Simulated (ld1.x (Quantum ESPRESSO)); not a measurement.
# Pseudopotential generation for rubidium: TM, PBE, scalar-relativistic.

- Element: Rb (Z = 37)
- Generator: ld1.x (Quantum ESPRESSO) 7.5
- Type: norm-conserving Troullier–Martins (Kleinman–Bylander form)
- Functional: PBE
- Relativity: scalar-relativistic
- Frozen core: [Kr]
- Valence charge: 1
- Reference configuration: 4d0 5s0 5p1
- Partial waves: 5s (bound, empty): rc 4.28 bohr; 5p (bound): rc 3.45 bohr; 4d (bound, empty): rc 4.20 bohr
- Local potential: all-electron potential smoothed inside 3.75 bohr (lloc = -2)
- Core correction: a·sin(br)/r model core inside 1.70 bohr

All-electron outer shells of the reference configuration (PBE, scalar-relativistic, ld1.x):

```
shell  level (eV)  outermost node (bohr)  outermost maximum (bohr)
   4s      -33.33                   0.62                      1.25
   4p      -17.37                   0.64                      1.42
   5s       -2.91                   1.78                      4.11
   5p       -1.35                   2.18                      6.29
   4d       -0.62                   0.70                      5.98
```

(1) Estimate the cutoffs (Ry, on a coarse ladder) from which the occupation-weighted sum of valence levels, in a spherical-Bessel basis at the reference potential, stays within 10 and 1 mRy of its value at 400 Ry.

(2) What does a ghost test show?

(3) Tests: 4d0 5s1 5p0; 4d0 5s0.5 5p0; 4d1 5s0 5p0; 4d0.5 5s0.5 5p0. Which has the largest error in its energy relative to the reference configuration, and how large is it?

## Answers

(1) 6 Ry and 10 Ry.

(2) No extra level below or beside the all-electron valence levels (s, p, d, f tested). The logarithmic derivative shows an extra or strongly shifted pseudo pole above the reference energy (s near 1.23 Ry).

(3) 4d0 5s1 5p0, with -6.7 meV (all-electron minus pseudo) on -1.52 eV.
